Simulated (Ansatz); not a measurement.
Molecule: C5H11O, net charge 0, doublet state. It need not be the lowest isomer of its formula. 
Coordinates optimised at B3LYP-D3(BJ)/def2-TZVP (Ansatz, a quantum-chemistry and plane-wave program):
```
C
H 1 1.0993
C 1 1.4906 2 107.91
H 3 1.0839 1 120.08 2 -142.10
C 3 1.4787 4 117.12 1 169.72
H 5 1.1007 3 109.92 4 156.11
H 5 1.1052 6 106.39 3 -119.82
O 5 1.4282 6 110.99 7 -119.11
H 8 0.9627 5 108.50 6 70.36
C 1 1.5296 2 108.21 3 -120.79
H 10 1.0910 1 111.13 2 61.11
H 10 1.0916 11 108.25 1 122.22
H 10 1.0931 11 107.92 12 116.43
C 1 1.5436 2 106.61 3 120.21
H 14 1.0912 1 111.48 2 -59.99
H 14 1.0924 15 107.99 1 121.54
H 14 1.0926 15 107.97 16 116.77
```
Charge 0, spin multiplicity 2.

Computed values are from Ansatz. Valence correlation only, unless marked. UHF or UKS for open shells. Spin-orbit coupling is left out. Non-relativistic. CBS marks a two-point X^-3 extrapolation of the correlation energy; Hartree-Fock from the larger set. [CCSD(T)-MP2]/basis is that difference in the basis named.

Q: What is the total energy at RI-MP2/CBS(cc-pVTZ,cc-pVQZ)+[CCSD(T)-MP2]/cc-pVTZ?

A: -271.9886 Eh.

Q: What is the T1 diagnostic at CCSD/cc-pVTZ?

A: 0.011.

Q: What is the atomisation energy De at RI-MP2/CBS(cc-pVTZ,cc-pVQZ)+[CCSD(T)-MP2]/cc-pVTZ?

A: 1586.4 kcal/mol.

Q: What is the dipole moment at CCSD(T)/aug-cc-pVDZ?

A: 1.72 D.
